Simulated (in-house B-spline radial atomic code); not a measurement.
Ca²⁺. Computed with a B-spline radial atomic code. Model: non-relativistic spherical atom: semilocal Troullier-Martins pseudo-atom, one channel per l, against all electrons, high spin, G0W0 and RPA with empty states to l = 8, local potential for every l without a channel, a model core (radius 0 = none) keeps its share of the functional.

What the tables leave out is listed at the end.

The pseudopotential gives back the lowest level of each angular momentum of its own functional in the configuration it was made in; a second state of the same l is only approximately right. Exact exchange, RPA and GW see the smooth pseudo-orbitals and miss the exchange with the core, for which the functional's share stands in. The column with an uncorrelated core keeps all orbitals and exact exchange, and so separates missing core correlation from pseudisation. Only the three outermost levels and the lowest empty one were computed. RPA here is direct RPA, with no exchange kernel, and its energies carry an (l + 1/2)⁻⁴ tail. A hybrid on a potential with a model core restores only its own semilocal share of the core's exchange.

Command:
```bash
python run_psgw.py task.json out
```
Settings (lengths in bohr, energies in hartree):
```
Z                      20
electrons              18
configuration          [Ne] 3s2 3p6
generated_in           [Ne] 3s2 3p6
functional             pbe,pbe
core_shells            4
radius_factor          0.9
core_correction        True
```

Cost of the run: 16 s on 1 thread of Arm Neoverse N1, with other jobs on the host.

Given: made with PBE; model core radius 0.662 bohr; local radius 1.193 bohr; mean-field start PBE.

Valence shells of the generating configuration: 3p.

Channel: s 2.607, p 0.944, d 2.16 (radii in bohr).

Computed: largest level miss in the spin-unpolarised generating configuration 0 eV; valence RPA correlation energy all-electron orbitals -0.32486 hartree; valence RPA correlation energy pseudo -0.48778 hartree; all-electron RPA polarisability, core included 3.0585 bohr³.

```json
{"level": "3p", "occupied": "1", "mean-field all-electron (eV)": "-43.057", "mean-field pseudo minus all (eV)": "0", "G0W0 all-electron (eV)": "-50.829", "G0W0 uncorrelated core minus all (eV)": "-0.7", "G0W0 pseudo minus all (eV)": "0.774", "exchange self-energy all-electron (eV)": "-31.736", "exchange self-energy pseudo (eV)": "-23.47"}
{"level": "3d (empty)", "occupied": "0", "mean-field all-electron (eV)": "-16.046", "mean-field pseudo minus all (eV)": "0", "G0W0 all-electron (eV)": "-10.301", "G0W0 uncorrelated core minus all (eV)": "0.434", "G0W0 pseudo minus all (eV)": "0.526", "exchange self-energy all-electron (eV)": "-8.1137", "exchange self-energy pseudo (eV)": "-5.704"}
```

(1) What is the pseudo-atom RPA polarisability?

Given: mean-field start PBE0.

Computed: valence RPA correlation energy all-electron orbitals -0.30119 hartree; all-electron RPA polarisability, core included 2.8099 bohr³; pseudo-atom RPA polarisability 3.1144 bohr³.

| level | occupied | mean-field all-electron (eV) | mean-field pseudo minus all (eV) | G0W0 all-electron (eV) | G0W0 uncorrelated core minus all (eV) | G0W0 pseudo minus all (eV) | exchange self-energy all-electron (eV) | exchange self-energy pseudo (eV) |
| --- | --- | --- | --- | --- | --- | --- | --- | --- |
| 3p | 1 | -45.375 | 1.011 | -51.044 | -0.605 | 1.272 | -31.678 | -23.307 |
| 3d (empty) | 0 | -14.308 | 0.09 | -10.338 | 0.383 | 0.485 | -7.5566 | -5.3544 |

(2) What is the valence RPA correlation energy pseudo?

Results:

(1) 3.21 bohr³.

(2) -0.45884 hartree.

Among the listed levels the largest G0W0 shift of the pseudo-atom is +1.27 eV, for 3p on the PBE0 start, while leaving the core uncorrelated moves that level by -0.60 eV. So pseudisation and the lost core exchange, not the missing core correlation, make the error. Not in the tables (levels of low weight, unsolved or above zero; the highest and the empty levels are kept at any weight): no Hartree-Fock pseudo-atom is run with a model core.
